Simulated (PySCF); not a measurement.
# Exercise with solution: dipole moment from atomic charges

AlClH₂OSe, SMILES [OH][Al]([Cl])[SeH]. Atoms are numbered in the order given.

```xyz
6

Al     0.4340    -0.6304     0.0000
Cl    -0.9724    -2.1915     0.0000
O      2.1016    -0.9255     0.0000
H      2.5356    -1.7830     0.0000
Se    -0.2818     1.5481     0.0000
H      1.1196     2.0024     0.0000
```
Charge 0, spin multiplicity 1.

Geometry optimised at r2SCAN-D4/def2-SVP. The structure was generated by enumeration; whether it is a known compound was not checked. One conformer was computed; it need not be the lowest.

Charges (e) from PBE/def2-TZVP (PySCF):

```csv
atom,IAO,ESP fit
Al1,0.947,0.578
Cl2,-0.345,-0.213
O3,-0.799,-0.679
H4,0.371,0.410
Se5,-0.263,-0.253
H6,0.087,0.157
```

The dipole moment of the full density is 1.40 D.

### Question
What dipole moment does each set of point charges give, and which comes closer to that of the density?

### Answer

μ = Σ q r, and 1 e Å = 4.8032 D.
IAO: Σ q r = (0.180, 0.004, 0.000) e Å, |μ| = 0.86 D.
ESP fit: Σ q r = (0.318, -0.077, 0.000) e Å, |μ| = 1.57 D.
ESP fit comes closer in size. Point charges leave out the atoms' own dipoles (lone pairs, polarised bonds); fits to the potential absorb them, partitions of the density don't.
